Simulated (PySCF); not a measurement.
**Ionisation energy of Te by level of theory**

Te [Kr] 4d10 5s2 5p4 (3P) → Te⁺ [Kr] 4d10 5s2 5p3 (4S), as a difference of total energies. Computed with PySCF 2.14 in dyall-av2z (22s16p12d, 130 functions), with no relativity, point nucleus. Correlated levels: valence: [Kr] 4d10 frozen; virtual orbitals above 40 to 60 times the deepest correlated orbital energy dropped. The calculations carry no spin-orbit coupling.

| method | ionisation energy (eV) |
| --- | --- |
| UHF | 7.779 |
| MP2 (valence) | 8.180 |
| SCS-MP2 (valence) | 8.199 |
| CCSD (valence) | 8.220 |
| CCSD(T) (valence) | 8.238 |

Task: How much does correlation contribute at CCSD(T) (valence)?

Result: 8.238 − (7.779) = 0.459 eV, measured against UHF.

These non-relativistic numbers lack the scalar-relativistic shift.

For comparison: 8.749 eV (measured; NIST levels, between the centres of gravity of the two terms).
